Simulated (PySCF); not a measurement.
**Question.** What does the PBE0-D3(BJ)/def2-SVP structure of `FC(F)(F)[SiH](OC)OC` look like in three dimensions?

**Answer.** 
Z-matrix in Å and degrees, rows numbered from 1:
```
C 
O   1  1.4030
Si  2  1.6450  1  128.01
O   3  1.6364  2  109.40  1   168.85
C   4  1.4047  3  127.12  2   -54.60
C   3  1.9217  2  109.31  1   -76.69
F   6  1.3526  3  108.82  2    57.13
F   6  1.3395  3  113.04  2   175.82
F   6  1.3359  3  113.00  2   -61.65
H   1  1.1028  2  111.40  3    72.85
H   1  1.1000  2  108.64  3  -167.86
H   1  1.1050  2  111.99  3   -48.46
H   3  1.4909  2  110.52  1    42.50
H   5  1.1027  4  111.43  3    55.74
H   5  1.0994  4  108.44  3   175.12
H   5  1.1045  4  111.61  3   -65.83
```

Si3 (oxygen-bound silicon) is distorted tetrahedral (angles from 105.0° to 114.0°).

Level of theory: PySCF 2.14.0, PBE0-D3(BJ)/def2-SVP geometry optimisation, gas phase.

Point group: C1 (no symmetry element, even within 0.4 Å). Stationary, but not proved a minimum. One conformer, not necessarily the lowest (C1–O2–Si3–O4 169°, O2–Si3–O4–C5 -55°).
